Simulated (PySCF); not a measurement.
Can point charges reproduce the dipole moment of `[NH3]->[Cu][OH]` (Cu(NH3)(OH))?

Coordinates (PBE0-D3(BJ)/def2-SVP, Å) and charges (e) from the PBE0/pcSseg-1 (pcSseg-2 on Cu) density (PySCF):

```tsv
atom	x	y	z	Mulliken	IAO	Hirshfeld	ESP-fitted
Cu1	-0.025	0.061	-0.711	+0.3127	+0.5266	+0.1769	+0.1956
N2	-0.074	0.097	1.224	-0.4859	-0.6853	-0.1992	-0.5474
H3	-0.510	0.953	1.571	+0.2215	+0.2822	+0.1454	+0.3024
H4	0.859	0.054	1.638	+0.2201	+0.2821	+0.1442	+0.2566
H5	-0.606	-0.682	1.615	+0.2202	+0.2821	+0.1443	+0.2586
O6	-0.046	0.142	-2.484	-0.6968	-0.9981	-0.5014	-0.7679
H7	0.403	-0.625	-2.853	+0.2081	+0.3103	+0.0897	+0.3021
```

Q: Form Σ q r in debye for every column and set it beside the full dipole.

A: The full density gives (0.50, -1.04, 7.40) D, 7.49 D in size; dipole vectors point from the negative to the positive end.

| scheme | μx | μy | μz | size (D) | share of the full size (%) | angle to the full dipole (°) |
| --- | --- | --- | --- | --- | --- | --- |
| Mulliken | 0.42 | -0.89 | 6.65 | 6.72 | 90 | 0 |
| IAO | 0.65 | -1.34 | 8.37 | 8.50 | 114 | 1 |
| Hirshfeld | 0.15 | -0.42 | 6.33 | 6.35 | 85 | 5 |
| ESP-fitted | 0.49 | -1.02 | 7.44 | 7.53 | 101 | 0 |

Q: Which set comes closest?

A: Length of the difference vector: ESP-fitted 0.05 D, Mulliken 0.77 D, IAO 1.03 D, Hirshfeld 1.28 D. Closest: ESP-fitted. 

Q: What is left for the Hirshfeld atoms' own dipoles?

A: The shares of the density sum to the whole, so what Σ q r misses lies in dipoles about the nuclei. The atomic dipoles sum to (0.50, -1.04, 7.40) − (0.15, -0.42, 6.33) = (0.35, -0.62, 1.07) D, 1.28 D in size.

Q: With the origin at the mean of the coordinates, (0.000, 0.000, 0.000) Å, which are the largest single terms, by size, of the ESP-fitted dipole along the direction of the full one?

A: O6 +9.14, H7 -3.93, N2 -3.13, H4 +2.06, H5 +2.05 D; all 7 atoms together +7.53 D. The single terms depend on the origin, their sum doesn't.

Q: Give the size of the full dipole in other units.

A: 7.49 D = 2.946 au = 1.559 e·Å = 24.98 × 10⁻³⁰ C·m.

Isolated species at its PBE0-D3(BJ)/def2-SVP geometry, gas phase.
